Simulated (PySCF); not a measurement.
C₆H₈P₂.
Bonds: C1–C2 (double), C2–C3, C3–C4, C4–C5 (double), C5–P6, P6–P7, P6–C8, C3–C8 (double). Hydrogens: H9, H10 on C1; H11 on C2; H12 on C4; H13 on C5; H14, H15 on P7; H16 on C8.

NICS = −σ at a ghost point: NICS(0) at the centroid of the ring atoms, NICS(1) 1 Å to either side along the normal of their mean plane, zz for the tensor component along that normal. Level: GIAO PBE0/pcSseg-1 (PySCF, non-relativistic, gas phase) on the GFN2-xTB geometry, one conformer.

Ring bond lengths (Å), with Mayer bond orders in brackets: C3–C4 1.446 (1.13), C4–C5 1.345 (1.72), C5–P6 1.802 (1.00), P6–C8 1.793 (1.00), C8–C3 1.361 (1.61).

Task: Give the NICS values of each ring in ppm.

Result: 
| ring | type | NICS(0) | NICS(1), two faces | NICS(1)zz, two faces | rms pucker (Å) | centre to ring atoms, mean (Å) |
| --- | --- | --- | --- | --- | --- | --- |
| C3–C4–C5–P6–C8 | 5-membered ring with P; bonds drawn aromatic by RDKit's count | -4.5 | -6.4 / -6.4 | -14.4 / -12.9 | 0.04 | 1.31 |

Task: What do they say, and how far can they be read as aromaticity?

Result: 
- C3–C4–C5–P6–C8: mean NICS(1)zz -13.6 ppm, shielded.

Task: And the bond-length index? HOMA takes Krygowski's 1993 parameters.

Result: 
- C3–C4–C5–P6–C8: HOMA 0.22; the largest term is that of C5–P6, α(R − Ropt)² = 1.28.

Task: At the second NICS(1) probe listed for ring C3–C4–C5–P6–C8, 1 Å off the ring, how large is the induced field along the normal in 11.7 T applied along it?

Result: NICSzz × B0 = -12.9 ppm × 11.7 T = -151 μT, against the applied field.

Task: How shielded are the nuclei of the rings and their hydrogens (means over atoms taken as equivalent)?

Result: 
```json
{"atoms": "C3", "environment": "unsaturated ring carbon", "σ isotropic (ppm)": "28.7", "principal values of the symmetric part, first atom (ppm)": "-66.1, 20.2, 132.1"}
{"atoms": "C4", "environment": "unsaturated ring CH carbon", "σ isotropic (ppm)": "44.2", "principal values of the symmetric part, first atom (ppm)": "-61.0, 42.5, 151.0"}
{"atoms": "C5", "environment": "unsaturated ring CH carbon", "σ isotropic (ppm)": "36.4", "principal values of the symmetric part, first atom (ppm)": "-74.7, 28.8, 155.0"}
{"atoms": "P6", "environment": "ring phosphorus", "σ isotropic (ppm)": "373.5", "principal values of the symmetric part, first atom (ppm)": "281.0, 345.7, 493.7"}
{"atoms": "C8", "environment": "unsaturated ring CH carbon", "σ isotropic (ppm)": "39.3", "principal values of the symmetric part, first atom (ppm)": "-60.5, 31.2, 147.2"}
{"atoms": "H12", "environment": "hydrogen on carbon", "σ isotropic (ppm)": "23.87", "principal values of the symmetric part, first atom (ppm)": "20.6, 22.6, 28.4"}
{"atoms": "H13", "environment": "hydrogen on carbon", "σ isotropic (ppm)": "24.58", "principal values of the symmetric part, first atom (ppm)": "21.9, 24.4, 27.5"}
{"atoms": "H16", "environment": "hydrogen on carbon", "σ isotropic (ppm)": "24.96", "principal values of the symmetric part, first atom (ppm)": "21.9, 24.6, 28.4"}
```

The run took 58 s wall on one thread of an Arm Neoverse N1, shared host with 64 logical CPUs at a one-minute load of 58, and the process peaked at 0.81 GiB of memory. This is the whole shielding run at PBE0/pcSseg-1, SCF included.

Conformer computed: `[CH2:1]=[CH:2][c:3]1[cH:4][cH:5][p:6]([PH2:7])[cH:8]1`: C1–C2–C3–C4 -7°, H–P7–P6–C5 180°, H–P7–P6–C5 88°.
